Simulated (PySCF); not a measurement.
YbO: frontier orbitals

PBE0 at R = 1.811 Å; PySCF, spin-free X2C with a Gaussian nucleus, basis sets Yb x2c-SVPall, O x2c-SVPall. State: triplet, about 13.3 electrons in the 4f shell (Mulliken), real f orbitals that mix terms, a second solution, started from another occupation. Only the outer orbitals are listed, counted within each symmetry.

```tsv
spin	orbital	occ.	ε (eV)	on Yb (%)	main shells (%)
α	15σ	1	-7.50	23	74 O p, 14 Yb d
α	8π	1	-7.20	23	77 O p, 18 Yb d
α	8π	1	-7.20	23	77 O p, 18 Yb d
α	16σ	1	-4.85	99	82 Yb s, 9 Yb p, 8 Yb d
α	9π	0	-0.68	99	69 Yb p, 30 Yb d
α	9π	0	-0.68	99	69 Yb p, 30 Yb d
α	4δ	0	-0.43	100	100 Yb d
β	14σ	1	-7.12	39	58 O p, 25 Yb f, 10 Yb d
β	8π	1	-7.06	22	78 O p, 17 Yb d
β	8π	1	-7.06	22	78 O p, 17 Yb d
β	15σ	0	-2.98	89	56 Yb f, 29 Yb s, 10 O p
β	16σ	0	-2.36	94	58 Yb s, 18 Yb f, 13 Yb d
β	4δ	0	0.25	100	100 Yb d
```

Which are the highest filled and the lowest empty level, where do they sit, and how wide is the gap?

Highest filled α 16σ at -4.85 eV (in %: 82 Yb s, 9 Yb p, 8 Yb d); lowest empty β 15σ at -2.98 eV (in %: 56 Yb f, 29 Yb s, 10 O p); the gap at PBE0 is 1.87 eV.

```json
{"bond order (Mayer)": "2.29", "⟨S²⟩": "2.002", "charge on Yb (Mulliken, basis-dependent)": "0.44", "charge on Yb (Löwdin, basis-dependent)": "0.23", "dipole moment (positive dipole means Yb(−)O(+))": "-5.02 D"}
```

Spin–orbit coupling is left out.
